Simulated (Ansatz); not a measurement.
Tantalum pentafluoride, relaxed with RKS PBE-D4/def2-SVP in Ansatz 0.2.0 from a rough embedded geometry. The force threshold is 0.03 eV/Å; the program also tests the step.

Charge 0, multiplicity 1. Ta: def2 effective core potential.

Start:

```xyz
6

F     1.134   -0.933    1.376
Ta   -0.448    0.503    0.255
F    -0.763    1.620    1.912
F     1.332   -0.595   -0.053
F     0.143    0.232   -1.886
F    -1.398   -0.827   -1.603
```

Problem. By how much does the energy fall, and how many steps does the optimiser take? (An estimate is asked.)

Solution. Computed: 15.86 eV, in 9 steps.

Problem. Which bonds change most? (An estimate is asked.)

Solution. Ansatz gave: Ta2–F6 from 2.475 to 1.869 Å; F1–Ta2 from 2.413 to 1.899 Å; Ta2–F5 from 2.238 to 1.899 Å; Ta2–F4 from 2.114 to 1.869 Å.

Problem. Give the relaxed structure. (An estimate is asked.)

Solution. Computed: 
```xyz
6

F     0.078   -1.071    1.567
Ta    0.001    0.000    0.000
F    -0.378    1.503    1.045
F     1.778   -0.428   -0.391
F    -0.096    1.068   -1.566
F    -1.383   -1.071   -0.655
```
